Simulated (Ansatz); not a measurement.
H3Al2, SMILES `[AlH-][AlH2]` (singlet; the order of the spin states depends on the level) (charge -1, multiplicity 1). This singlet lies 0.13 eV below the relaxed triplet at the level frozen-core CCSD(T)/aug-cc-pVTZ // B3LYP-D3(BJ)/def2-TZVPD (Ansatz, an electronic-structure program); other levels give the other order.

All values below come from frozen-core CCSD(T)/aug-cc-pVQZ // B3LYP-D3(BJ)/def2-TZVPD (Ansatz).

Ansatz 0.2 input:
```yaml
crystal:
  periodic: [false, false, false]
  atoms:
    - { symbol: Al, position_ang: [1.629958, -0.049295, 0.740639] }
    - { symbol: Al, position_ang: [-0.793662, 0.016593, -0.178784] }
    - { symbol: H, position_ang: [2.726064, 0.009102, -0.497292] }
    - { symbol: H, position_ang: [-1.786665, -1.288889, -0.113916] }
    - { symbol: H, position_ang: [-1.775692, 1.312489, 0.049352] }
basis:
  gaussian: { orbitals: aug-cc-pVQZ }
correlation:
  method: ccsd_t
total_charge: -1
```

Output:

```
Functional definition: HF
1819 factors; integrals over basis functions are off by at most 6.7e-4 eV
mean field evaluation 1: about -13211.6114 eV, gradient 1.1e1 eV
mean field evaluation 2: about -13211.6117 eV, gradient 1.1e1 eV
mean field evaluation 4: about -13212.6559 eV, gradient 1.2e0 eV
mean field evaluation 8: about -13212.6776 eV, gradient 9.7e-4 eV
mean field evaluation 16: about -13212.6745 eV, gradient 3.4e-1 eV
mean field evaluation 32: about -13209.4564 eV, gradient 2.7e0 eV
mean field -13212.67755378 eV, -485.5569442268 hartree, gradient 5.7e-6 eV, S^2 0.000000; 2 other end points of the search recorded, 0 dependent functions left out; unrestricted orbitals would lower it
determinant -13212.67755378 eV, -485.5569442268 hartree, with singles and doubles -13219.04042951 eV, -485.7907755970 hartree
determinant -13209.60433447 eV, -485.4440055005 hartree, with singles and doubles -13215.97406055 eV, -485.6780886161 hartree
10 core orbitals not correlated
reference -13212.67755378 eV, -485.5569442268 hartree; 5, 5 occupied and 291, 291 virtual orbitals, 1819 factors
second order -5.09183755 eV of doubles, -0.00000000 eV of singles
cycle   1  -6.01674333 eV  change   -4.1e-1 eV  update   3.9e-2
cycle   2  -6.04895143 eV  change   -3.2e-2 eV  update   1.1e-2
cycle   3  -6.05098421 eV  change   -2.0e-3 eV  update   6.6e-3
cycle   4  -6.05215849 eV  change   -1.2e-3 eV  update   3.3e-3
cycle   5  -6.05284725 eV  change   -6.9e-4 eV  update   1.7e-3
cycle   6  -6.05318812 eV  change   -3.4e-4 eV  update   7.9e-4
cycle   7  -6.05335138 eV  change   -1.6e-4 eV  update   4.1e-4
cycle   8  -6.05342767 eV  change   -7.6e-5 eV  update   2.0e-4
cycle   9  -6.05342230 eV  change    5.4e-6 eV  update   7.6e-5
cycle  10  -6.05339930 eV  change    2.3e-5 eV  update   3.4e-5
cycle  11  -6.05338755 eV  change    1.2e-5 eV  update   1.4e-5
cycle  12  -6.05338579 eV  change    1.8e-6 eV  update   6.4e-6
perturbative correction -0.26468410 eV, -0.0097269613 hartree
Total energy: -13218.99562367 eV, -485.7891290129 hartree
```
